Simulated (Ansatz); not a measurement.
F$_{3}$HSTi (`[F][Ti]([F])([F])[SH]`), relaxed with RKS PBE-D4/def2-SVP in the Gaussian-basis code of Ansatz from a rough embedded geometry. The force threshold is 0.03 eV/Å; the program also tests the step.

The species carries charge 0 and has multiplicity 1.

Start:

```xyz
6

F     0.341    1.704   -1.116
Ti   -0.312    0.039   -0.431
F    -2.184    0.001   -0.687
F     0.412   -1.426   -1.370
S     0.177   -0.200    1.909
H     1.566   -0.117    1.694
```

Task: By how much does the energy fall, and how many steps does the optimiser take? (An estimate is asked.)

Result: The calculation gave: 23.55 kcal/mol, in 4 steps.

Task: Which bonds change most? (Estimate.)

Result: Ansatz gave: F1–Ti2 from 1.916 to 1.747 Å; Ti2–F3 from 1.890 to 1.740 Å; Ti2–F4 from 1.884 to 1.747 Å; Ti2–S5 from 2.402 to 2.293 Å.

Task: Give the relaxed structure. (Estimate.)

Result: Computed: 
```xyz
6

F     0.361    1.521   -1.028
Ti   -0.327    0.032   -0.427
F    -2.058    0.002   -0.600
F     0.431   -1.281   -1.295
S     0.127   -0.173    1.811
H     1.466   -0.101    1.539
```
